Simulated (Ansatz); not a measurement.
Breaking a bond: SiMg, lowest singlet found (which spin is the ground state isn't settled by this scan).

- RKS-PBE = restricted PBE/aug-cc-pVDZ (Ansatz, a quantum-chemistry and plane-wave program)
- RKS-PBE0 = restricted PBE0/aug-cc-pVDZ run with Ansatz
- FCI = Ansatz with full CI/aug-cc-pVDZ, frozen core

Energies relative to the lowest point of each curve between 2.11 and 3.14 Å, where full CI is lowest, in eV; the last columns give the error against full CI:

```csv
R / Å,RKS-PBE,RKS-PBE0,FCI,RKS-PBE − FCI,RKS-PBE0 − FCI
1.82,3.488,3.478,3.770,-0.282,-0.293
1.98,1.722,1.704,1.906,-0.184,-0.202
2.11,0.869,0.851,0.988,-0.120,-0.138
2.18,0.563,0.547,0.655,-0.092,-0.108
2.31,0.203,0.192,0.253,-0.050,-0.062
2.41,0.062,0.056,0.089,-0.027,-0.033
2.46,0.025,0.021,0.042,-0.017,-0.021
2.55,0.000,0.000,0.002,-0.002,-0.002
2.60,0.005,0.007,0.000,0.005,0.007
2.70,0.046,0.050,0.028,0.018,0.022
2.86,0.166,0.171,0.130,0.036,0.041
2.99,0.290,0.293,0.240,0.050,0.053
3.14,0.442,0.439,0.373,0.069,0.066
3.37,0.663,0.650,0.562,0.101,0.088
3.69,0.915,0.884,0.757,0.158,0.127
4.05,1.122,1.064,0.887,0.235,0.178
4.50,1.286,1.196,0.966,0.320,0.230
4.92,1.374,1.259,1.000,0.373,0.258
5.54,1.436,1.297,1.022,0.415,0.276
6.26,1.463,1.310,1.031,0.432,0.279
7.31,1.473,1.317,1.035,0.437,0.282
8.61,1.476,1.319,1.038,0.438,0.281
```

RKS-PBE is furthest from FCI at 8.61 (0.438 eV, above); its mean absolute error over the points is 0.175 eV.

RKS-PBE0 is furthest from FCI at 1.82 (-0.293 eV, below); its mean absolute error over the points is 0.138 eV.

The restricted form behind RKS-PBE, RKS-PBE0 keeps the bonding electrons paired and can't separate into open-shell fragments. Also computed but left out beside FCI, since their determinant holds another spin at the minimum (<S²> over 0.7 above the pure value): UHF, UMP2, UCCSD, UCCSD(T), UCCSDT, UCCSDT(Q), UKS-PBE0, UKS-PBE, UKS-B3LYP/6-31G*, UHF/LANL2DZ, UMP2/3-21G, UKS-B3LYP/6-311+G**.
